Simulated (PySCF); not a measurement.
# (NMe2)3Si-S-SiH3: computed shieldings and shifts

(NMe2)3Si-S-SiH3, C6H21N3SSi2, point group C1.

Geometry:
| atom | x (Å) | y (Å) | z (Å) |
| --- | --- | --- | --- |
| Si1 | -0.194 | -0.036 | 0.390 |
| N2 | -1.357 | -0.873 | -0.578 |
| C3 | -1.583 | -2.294 | -0.588 |
| C4 | -2.086 | -0.148 | -1.589 |
| N5 | -0.736 | 1.539 | 0.837 |
| C6 | -1.716 | 1.727 | 1.876 |
| C7 | -0.380 | 2.741 | 0.133 |
| N8 | 1.324 | 0.115 | -0.434 |
| C9 | 2.398 | 0.912 | 0.103 |
| C10 | 1.585 | -0.454 | -1.731 |
| S11 | 0.068 | -1.173 | 2.224 |
| Si12 | 1.739 | -2.340 | 1.559 |
| H13 | -1.169 | -2.789 | -1.490 |
| H14 | -1.130 | -2.759 | 0.297 |
| H15 | -2.666 | -2.517 | -0.560 |
| H16 | -1.948 | 0.936 | -1.460 |
| H17 | -1.767 | -0.410 | -2.618 |
| H18 | -3.171 | -0.354 | -1.520 |
| H19 | -2.683 | 2.091 | 1.476 |
| H20 | -1.371 | 2.461 | 2.629 |
| H21 | -1.911 | 0.783 | 2.407 |
| H22 | 0.084 | 3.489 | 0.805 |
| H23 | 0.335 | 2.519 | -0.672 |
| H24 | -1.264 | 3.225 | -0.330 |
| H25 | 2.154 | 1.248 | 1.123 |
| H26 | 2.595 | 1.813 | -0.511 |
| H27 | 3.342 | 0.338 | 0.156 |
| H28 | 2.470 | -1.118 | -1.713 |
| H29 | 1.774 | 0.327 | -2.495 |
| H30 | 0.724 | -1.050 | -2.064 |
| H31 | 3.012 | -1.565 | 1.505 |
| H32 | 1.489 | -2.968 | 0.227 |
| H33 | 1.897 | -3.427 | 2.572 |

GIAO calculations in PySCF on the PBE0-D3(BJ)/def2-SVP structure: isolated species, non-relativistic, equivalent atoms averaged; basis pcSseg-1.

Q: Give the isotropic shieldings (ppm) with KT2, PBE0.

A: 
```
                                                                  atoms                        environment    KT2   PBE0
                                                                    S11              sulfur bonded to 2 Si    759    776
                                                                    Si1           silicon bonded to 3 N, S  376.2  364.7
                                                                   Si12           silicon bonded to S, 3 H  419.4  407.5
                                                               N2/N5/N8         nitrogen bonded to 2 C, Si  216.1  227.8
                                                     C3/C4/C6/C7/C9/C10            carbon bonded to N, 3 H  143.8  146.4
                                                            H31/H32/H33  hydrogen on a silicon bonded to S  26.65  26.83
H13/H14/H15/H16/H17/H18/H19/H20/H21/H22/H23/H24/H25/H26/H27/H28/H29/H30   hydrogen on a carbon bonded to N  28.62  28.85
                                                     HOMO–LUMO gap (eV)                                  –   4.45   6.64
```

Q: And the chemical shifts, against references computed in the same way?

A: 
```tsv
atoms	nucleus, reference	KT2	PBE0
S11	³³S, CS2	-241	-281
Si1	²⁹Si, TMS	-15.2	-12.7
Si12	²⁹Si, TMS	-58.3	-55.5
N2/N5/N8	¹⁵N, NH3	48.2	37.9
C3/C4/C6/C7/C9/C10	¹³C, TMS	39.4	38.0
H31/H32/H33	¹H, TMS	4.53	4.43
H13/H14/H15/H16/H17/H18/H19/H20/H21/H22/H23/H24/H25/H26/H27/H28/H29/H30	¹H, TMS	2.56	2.41
```

Q: Which part of the shielding of S11 depends on the functional?

A: Diamagnetic: KT2 1067, PBE0 1065 ppm; paramagnetic: KT2 -307, PBE0 -288 ppm. The diamagnetic part, set mainly by inner electrons, hardly moves; the paramagnetic part goes with low-lying magnetically allowed excitations and carries the spread.

Experimental scales use liquid or dissolved standards, which lie at an offset from isolated NH3 (liquid NH3: subtract about 20 ppm).
